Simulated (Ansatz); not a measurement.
Born–Oppenheimer molecular dynamics of Cl3FH2HfS (8 atoms, charge 0, multiplicity 1). It starts at the highest image of a converged band, a first-order saddle point between two minima.

The calculation used RKS B3LYP-D4/def2-SVP in Ansatz 0.2.0.

```yaml
ensemble: NVE (velocity Verlet)
time_step: 0.5 fs
steps_asked: 200
starting_velocities_drawn_for: 300 K
seed: 9809
```

Frames 2.5 fs apart, positions in Å, forces in eV/Å.

Velocities at 25 fs (Å/ps):

```
Hf 0.60 1.14 1.08
F 2.01 -2.46 -8.52
Cl -0.05 0.02 -1.73
Cl 1.05 0.09 -1.42
Cl 0.07 -1.44 0.46
S -5.18 -2.26 0.27
H -2.75 12.81 0.11
H -14.93 -49.88 55.46
```

```xyz
8
Properties=species:S:1:pos:R:3:forces:R:3 time_fs=25 energy_less_start_eV=-0.255 T=629
Hf -0.508 0.141 -0.232 1.73 0.91 1.86
F -0.571 0.758 1.723 0.49 -0.02 -1.25
Cl 1.635 -0.888 0.174 -0.69 0.31 -0.26
Cl -0.407 2.310 -1.143 -0.04 -0.18 -0.06
Cl -1.126 -1.179 -2.072 -0.44 -0.32 -0.23
S -2.720 -0.584 1.133 0.00 -0.51 0.97
H -2.655 -1.933 1.160 -0.17 -0.17 -0.22
H -1.867 -0.436 2.245 -0.89 -0.02 -0.82
8
Properties=species:S:1:pos:R:3:forces:R:3 time_fs=27.5 energy_less_start_eV=-0.233 T=601
Hf -0.506 0.144 -0.229 1.71 0.84 1.75
F -0.566 0.751 1.700 0.40 0.02 -1.09
Cl 1.635 -0.888 0.170 -0.64 0.29 -0.26
Cl -0.405 2.310 -1.147 -0.04 -0.16 -0.08
Cl -1.127 -1.183 -2.071 -0.46 -0.32 -0.20
S -2.732 -0.590 1.135 0.49 -0.05 1.85
H -2.668 -1.915 1.153 -0.25 -0.87 -0.38
H -1.937 -0.559 2.348 -1.21 0.25 -1.60
8
Properties=species:S:1:pos:R:3:forces:R:3 time_fs=30 energy_less_start_eV=-0.382 T=792
Hf -0.503 0.148 -0.225 1.67 0.69 1.41
F -0.559 0.745 1.673 0.27 0.08 -0.73
Cl 1.633 -0.887 0.165 -0.58 0.27 -0.25
Cl -0.402 2.310 -1.151 -0.04 -0.13 -0.09
Cl -1.128 -1.188 -2.071 -0.48 -0.30 -0.14
S -2.744 -0.596 1.140 0.01 -0.80 1.15
H -2.696 -1.942 1.122 -0.34 -0.30 -0.48
H -2.075 -0.667 2.363 -0.51 0.48 -0.86
8
Properties=species:S:1:pos:R:3:forces:R:3 time_fs=32.5 energy_less_start_eV=-0.405 T=822
Hf -0.500 0.151 -0.221 1.59 0.45 0.85
F -0.551 0.740 1.644 0.14 0.21 -0.13
Cl 1.630 -0.886 0.160 -0.51 0.25 -0.25
Cl -0.400 2.309 -1.154 -0.03 -0.10 -0.09
Cl -1.129 -1.192 -2.070 -0.48 -0.26 -0.07
S -2.756 -0.604 1.147 -1.10 -1.55 -1.23
H -2.743 -1.986 1.064 -0.34 0.64 -0.43
H -2.240 -0.748 2.334 0.72 0.36 1.35
8
Properties=species:S:1:pos:R:3:forces:R:3 time_fs=35 energy_less_start_eV=-0.424 T=846
Hf -0.497 0.155 -0.217 1.48 0.15 0.14
F -0.542 0.735 1.615 0.08 0.43 0.62
Cl 1.626 -0.884 0.154 -0.41 0.22 -0.23
Cl -0.397 2.309 -1.159 -0.02 -0.07 -0.10
Cl -1.132 -1.198 -2.070 -0.48 -0.23 0.00
S -2.770 -0.615 1.152 -1.12 -1.56 -1.58
H -2.811 -1.995 0.981 -0.25 0.85 -0.23
H -2.369 -0.808 2.375 0.74 0.20 1.39
8
Properties=species:S:1:pos:R:3:forces:R:3 time_fs=37.5 energy_less_start_eV=-0.457 T=889
Hf -0.493 0.159 -0.212 1.33 -0.16 -0.68
F -0.534 0.731 1.588 0.04 0.68 1.43
Cl 1.622 -0.882 0.147 -0.30 0.18 -0.22
Cl -0.395 2.308 -1.163 -0.01 -0.04 -0.11
Cl -1.135 -1.204 -2.070 -0.49 -0.19 0.08
S -2.786 -0.628 1.155 -0.48 -0.97 0.49
H -2.893 -1.957 0.883 -0.18 0.19 -0.05
H -2.456 -0.855 2.487 0.09 0.31 -0.94
8
Properties=species:S:1:pos:R:3:forces:R:3 time_fs=40 energy_less_start_eV=-0.346 T=747
Hf -0.489 0.162 -0.208 1.15 -0.47 -1.51
F -0.525 0.729 1.565 -0.02 0.91 2.22
Cl 1.617 -0.880 0.141 -0.17 0.14 -0.20
Cl -0.393 2.307 -1.167 0.00 -0.01 -0.11
Cl -1.140 -1.210 -2.069 -0.49 -0.14 0.16
S -2.803 -0.643 1.158 -0.23 -0.05 1.25
H -2.988 -1.909 0.782 -0.20 -0.56 0.05
H -2.535 -0.884 2.550 -0.04 0.19 -1.86
8
Properties=species:S:1:pos:R:3:forces:R:3 time_fs=42.5 energy_less_start_eV=-0.357 T=759
Hf -0.484 0.166 -0.204 0.95 -0.74 -2.21
F -0.516 0.730 1.550 -0.11 1.07 2.85
Cl 1.612 -0.877 0.134 -0.04 0.09 -0.18
Cl -0.390 2.307 -1.172 0.01 0.00 -0.12
Cl -1.145 -1.216 -2.069 -0.47 -0.08 0.24
S -2.820 -0.658 1.163 -0.39 0.11 -0.04
H -3.093 -1.889 0.684 -0.10 -0.25 0.37
H -2.615 -0.903 2.510 0.14 -0.19 -0.91
8
Properties=species:S:1:pos:R:3:forces:R:3 time_fs=45 energy_less_start_eV=-0.274 T=653
Hf -0.479 0.169 -0.201 0.74 -0.91 -2.62
F -0.508 0.735 1.543 -0.19 1.11 3.14
Cl 1.607 -0.875 0.127 0.09 0.04 -0.16
Cl -0.388 2.306 -1.177 0.02 0.01 -0.12
Cl -1.151 -1.222 -2.068 -0.44 -0.02 0.32
S -2.838 -0.673 1.168 -0.79 0.16 -2.92
H -3.203 -1.882 0.610 0.14 0.41 0.77
H -2.687 -0.934 2.425 0.43 -0.81 1.58
8
Properties=species:S:1:pos:R:3:forces:R:3 time_fs=47.5 energy_less_start_eV=-0.307 T=696
Hf -0.473 0.172 -0.199 0.53 -0.94 -2.60
F -0.500 0.743 1.546 -0.26 1.02 3.00
Cl 1.602 -0.872 0.119 0.22 -0.01 -0.14
Cl -0.386 2.305 -1.181 0.03 0.01 -0.12
Cl -1.157 -1.229 -2.066 -0.40 0.06 0.41
S -2.858 -0.688 1.168 -0.67 0.23 -2.63
H -3.307 -1.853 0.579 0.22 0.41 0.73
H -2.735 -1.011 2.421 0.34 -0.78 1.36
8
Properties=species:S:1:pos:R:3:forces:R:3 time_fs=50 energy_less_start_eV=-0.397 T=811
Hf -0.468 0.174 -0.198 0.32 -0.85 -2.21
F -0.493 0.754 1.558 -0.32 0.80 2.46
Cl 1.597 -0.869 0.111 0.35 -0.06 -0.13
Cl -0.383 2.304 -1.187 0.04 0.01 -0.12
Cl -1.165 -1.235 -2.064 -0.35 0.15 0.48
S -2.879 -0.703 1.164 -0.12 0.15 0.37
H -3.398 -1.804 0.589 -0.01 -0.27 0.22
H -2.763 -1.130 2.485 0.11 0.07 -1.09
8
Properties=species:S:1:pos:R:3:forces:R:3 time_fs=52.5 energy_less_start_eV=-0.379 T=789
Hf -0.462 0.177 -0.198 0.10 -0.67 -1.58
F -0.487 0.768 1.579 -0.38 0.49 1.68
Cl 1.593 -0.866 0.103 0.46 -0.10 -0.11
Cl -0.381 2.304 -1.192 0.04 -0.01 -0.11
Cl -1.173 -1.241 -2.061 -0.30 0.24 0.56
S -2.900 -0.717 1.160 0.23 0.12 1.61
H -3.491 -1.770 0.613 -0.23 -0.68 -0.22
H -2.784 -1.247 2.495 0.07 0.61 -1.83
```

Of the whole run (100 fs, mean temperature of the second half 817 K): The conserved energy stayed within 0.13 meV per atom of its start (net change -0.049 meV per atom), so the integration is sound. The kinetic energy rose, since the run started high on the potential surface and went downhill. A run of 0.1 ps of so small a system gives no equilibrium averages. The orbitals stay closed-shell, which can raise the energy where a bond breaks towards radicals; this wasn't checked here.

Run time: 9.8 min on 4 threads of Intel(R) Xeon(R) Platinum 8488C (Sapphire Rapids), on a shared host, peak memory 0.39 GiB.
